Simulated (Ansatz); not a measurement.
Cost and result for the atomization energy of C2H4F2OSi, SMILES `O=C([SiH3])C(F)F` (10 atoms, 9 bonds).

```
atom    x (Å)    y (Å)    z (Å)
  O1   0.7582   0.2525  -1.7724
  C2   0.2549   0.0079  -0.7071
 Si3   0.3290   1.2893   0.7476
  C4  -0.4443  -1.3382  -0.4949
  F5   0.1211  -1.9500   0.5724
  F6  -1.7436  -1.1023  -0.1980
  H7   1.7603   1.4194   1.1112
  H8  -0.1852   2.5663   0.2000
  H9  -0.4716   0.8447   1.9120
 H10  -0.3789  -1.9896  -1.3709
```

Total charge 0; spin multiplicity 1. All single points use the PBE0-D4/def2-TZVP geometry. It is one conformer, not always the lowest. Program: Ansatz. All runs use 4 threads of an Arm Neoverse V1 on a shared host. Times are those of one run each, without the atoms' runs, and a repeat can differ threefold. Electronic energies, without spin–orbit coupling; frozen cores. CCSD(T)/CBS adds CCSD(T) − MP2 in def2-TZVPP to the MP2 limit, and its time is that of the two runs behind it. T1 = 0.014. B3LYP takes the VWN-RPA correlation (the form of Gaussian; ORCA's B3LYP/G).

CCSD(T)/CBS is a level of theory with its own doubt, some kJ/mol a heavy atom from the limit and from the frozen cores, so smaller differences don't rank the functionals.

```json
{"level": "PBE-D4/def2-TZVPP (with forces)", "functions": "253", "wall time": "2.7 s", "atomization (kcal/mol)": "929.2", "difference from CCSD(T)/CBS": "29.7", "per bond": "3.3"}
{"level": "PBE0-D4/def2-TZVPP", "functions": "253", "wall time": "3.2 s", "atomization (kcal/mol)": "899.8", "difference from CCSD(T)/CBS": "0.3", "per bond": "0.0"}
{"level": "B3LYP-D4/def2-TZVPP (with forces)", "functions": "253", "wall time": "5 s", "atomization (kcal/mol)": "897.5", "difference from CCSD(T)/CBS": "-2.0", "per bond": "-0.2"}
{"level": "r2SCAN-D4/def2-TZVPP (with forces)", "functions": "253", "wall time": "5.5 s", "atomization (kcal/mol)": "903.8", "difference from CCSD(T)/CBS": "4.3", "per bond": "0.5"}
{"level": "B2PLYP/def2-TZVPP", "functions": "253", "wall time": "6.5 s", "atomization (kcal/mol)": "889.5", "difference from CCSD(T)/CBS": "-10.0", "per bond": "-1.1"}
{"level": "ωB97X-V/def2-TZVPP", "functions": "253", "wall time": "8.5 s", "atomization (kcal/mol)": "905.0", "difference from CCSD(T)/CBS": "5.5", "per bond": "0.6"}
{"level": "ωB97M-V/def2-TZVPP (with forces)", "functions": "253", "wall time": "12 s", "atomization (kcal/mol)": "903.1", "difference from CCSD(T)/CBS": "3.6", "per bond": "0.4"}
{"level": "MP2/def2-QZVPP", "functions": "475", "wall time": "24 s", "atomization (kcal/mol)": "914.6", "difference from CCSD(T)/CBS": "15.1", "per bond": "1.7"}
{"level": "CCSD(T)/def2-TZVPP", "functions": "253", "wall time": "4 min", "atomization (kcal/mol)": "874.0", "difference from CCSD(T)/CBS": "-25.5", "per bond": "-2.8"}
{"level": "CCSD(T)/CBS(def2)", "functions": "–", "wall time": "4.4 min", "atomization (kcal/mol)": "899.5", "difference from CCSD(T)/CBS": "0.0", "per bond": "0.0"}
```

In def2-TZVPP, CCSD(T) changes the Hartree–Fock value by +247.6 kcal/mol (the triples alone add +17.5 kcal/mol) and MP2 by +273.1 kcal/mol; breaking electron pairs costs correlation energy, which Hartree–Fock lacks. The D4 term adds +7.5 kcal/mol with B3LYP and +3.9 kcal/mol with PBE0; it sums over pairs of atoms, weighted by their polarisabilities, and B3LYP, whose exchange is more repulsive, gets the larger term. From PBE to PBE0 (25 % exact exchange), in def2-TZVPP and without D4, the atomization energy moves by −28.6 kcal/mol: exact exchange takes away binding that semilocal exchange gives to molecules.
